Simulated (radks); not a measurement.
The numbers below are computed, except where a source is named.
Ir8+, configuration [Kr] 4d10 4f14 5s1.5 5p6 5d1.5 (fractional occupations, a model configuration).

Code: a radial shooting solver on a logarithmic mesh with Libxc functionals. Model: Dirac Kohn-Sham, LDA (Slater exchange, Perdew-Wang correlation), spin-unpolarised, spherical densities, point nucleus; open shells fill j = l - 1/2 first.

Energy parts (eV):
| part | energy |
|---|---|
| total | -485191.23 |
| kinetic | 553014.57 |
| electron-nucleus | -1209650.26 |
| Hartree | 180543.52 |
| exchange-correlation | -9099.06 |

Orbitals (lengths in bohr, moments of r in powers of bohr; <r^-3> diverges for s and p1/2; r(max) is where P^2 peaks; r(90%) holds 90 % of the orbital's charge):
| orbital | occ. | eigenvalue (eV) | <r^-3> | <r> | r(max) | r(90%) | small-component weight |
|---|---|---|---|---|---|---|---|
| 1s1/2 | 2 | -76084.44 | - | 0.01745 | 0.01082 | 0.0318 | 8.50e-02 |
| 2s1/2 | 2 | -13404.32 | - | 0.07299 | 0.06253 | 0.114 | 1.94e-02 |
| 2p1/2 | 2 | -12848.48 | - | 0.06019 | 0.04621 | 0.100 | 1.95e-02 |
| 2p3/2 | 4 | -11222.38 | 18740 | 0.06850 | 0.05337 | 0.111 | 1.74e-02 |
| 3s1/2 | 2 | -3229.050 | - | 0.1900 | 0.1760 | 0.280 | 6.43e-03 |
| 3p1/2 | 2 | -2979.761 | - | 0.1802 | 0.1644 | 0.271 | 6.38e-03 |
| 3p3/2 | 4 | -2623.701 | 4308 | 0.1955 | 0.1791 | 0.293 | 5.79e-03 |
| 3d3/2 | 4 | -2206.536 | 750.3 | 0.1705 | 0.1396 | 0.265 | 5.68e-03 |
| 3d5/2 | 6 | -2129.518 | 628.7 | 0.1752 | 0.1437 | 0.271 | 5.52e-03 |
| 4s1/2 | 2 | -784.8294 | - | 0.4233 | 0.3977 | 0.608 | 2.16e-03 |
| 4p1/2 | 2 | -679.6735 | - | 0.4266 | 0.3964 | 0.620 | 2.07e-03 |
| 4p3/2 | 4 | -595.1409 | 1024 | 0.4605 | 0.4269 | 0.669 | 1.84e-03 |
| 4d3/2 | 4 | -422.5001 | 158.6 | 0.4714 | 0.4209 | 0.705 | 1.64e-03 |
| 4d5/2 | 6 | -406.7857 | 130.0 | 0.4826 | 0.4304 | 0.722 | 1.58e-03 |
| 4f5/2 | 6 | -186.5213 | 26.12 | 0.5243 | 0.3912 | 0.847 | 1.21e-03 |
| 4f7/2 | 8 | -183.3495 | 24.87 | 0.5313 | 0.3959 | 0.858 | 1.19e-03 |
| 5s1/2 | 1.5 | -216.1771 | - | 0.9496 | 0.8813 | 1.35 | 5.60e-04 |
| 5p1/2 | 2 | -181.4940 | - | 1.013 | 0.9290 | 1.45 | 4.92e-04 |
| 5p3/2 | 4 | -165.8621 | 190.1 | 1.089 | 1.001 | 1.56 | 4.35e-04 |
| 5d3/2 | 1.5 | -115.4249 | 22.62 | 1.284 | 1.153 | 1.86 | 3.14e-04 |
| 5d5/2 | 0 | -113.2018 | 18.65 | 1.309 | 1.178 | 1.90 | 3.04e-04 |

The highest occupied level is 5d3/2 at -115.42 eV. The density falls to 0.001 e/bohr^3 at r = 2.54 bohr. Summed over all electrons, <r^2> = 21.82 bohr^2, which gives a Langevin (diamagnetic) susceptibility term of -17.3 x 10^-6 cm^3/mol.
